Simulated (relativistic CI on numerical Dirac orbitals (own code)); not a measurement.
# Hyperfine structure of Fe⁴⁺, mass number 57

Method of calculation: Dirac-Coulomb-Breit CI, KLI orbitals optimised for each configuration, a model potential for QED, valence Slater integrals scaled by 0.85, P86 correlation energy added to each configuration (own radial code, finite nucleus).

Configuration list (outside the closed core [Ne]): 3s²3p⁶3d⁴, 3s²3p⁶3d³4s, 3s²3p⁶3d³4p, 3s²3p⁵3d⁵, 3s²3p⁶3d³4d, 3s²3p⁶3d³5s, 3s²3p⁶3d³5p, 3s²3p⁶3d³4f, 3s²3p⁶3d³5d, 3s3p⁶3d⁵, 3s²3p⁶3d²4s4p, 3s²3p⁶3d³5f, 3s²3p⁶3d³5g, 3s²3p⁶3d²4s², 3s²3p⁶3d4s²4p, 3s²3p⁶3d4s²4d, 3s²3p⁶3d4s²5s, 3s²3p⁶3d4s²5p, 3s²3p⁶3d²4p², 3s²3p⁶3d4s4p², 3s²3p⁶3d4p³, 3s²3p⁶3d4p²4d, 3s²3p⁶3d4p²5s, 3s²3p⁶3d4p²5p. Double excitations out of closed p, d and f shells are left out; levels of such configurations are missing from the list, as are those of other unlisted configurations, and high levels can miss mixing partners.

Nuclear spin I = 1/2, μ = 0.09064 μN (tables of Stone and Pyykkö). The electronic factors are computed for point nuclear moments, without core polarisation; leaving it out makes A of s and p electrons in near-neutral atoms 20 to 40 % too small, and it can dominate for d and f shells.

```csv
Level,E (cm⁻¹),A (MHz)
3s²3p⁶3d⁴ ⁵D1,136.7,25.9
3s²3p⁶3d⁴ ⁵D2,398.5,35.57
3s²3p⁶3d⁴ ⁵D3,768.0,48.79
3s²3p⁶3d⁴ ⁵D4,1227.4,64.62
3s²3p⁶3d⁴ ³H4,23409.2,116.9
3s²3p⁶3d⁴ ³H5,23679.7,102.3
3s²3p⁶3d⁴ ³H6,23962.5,99.35
3s²3p⁶3d⁴ ³P1,25010.4,46.61
```

Levels with J = 0, under 50 % of one LS term, or S terms without an open s electron are left out. Small factors come from cancelling terms and can be off by tens of per cent or more.

At this charge configurations can still be misplaced by up to about 7 % of their energy. 60 of the 60 excited levels that our extract of the measured tables holds in this range could be paired (the sources list more); they are missed by 2224 cm⁻¹ on average and 4722 at most, and levels without a partner can miss by more.

Task: Give the hyperfine levels of 3s²3p⁶3d⁴ ⁵D3 relative to its centre of gravity.

Result: With K = F(F + 1) − I(I + 1) − J(J + 1), E = AK/2: F = 5/2: -97.58, F = 7/2: 73.19 MHz.
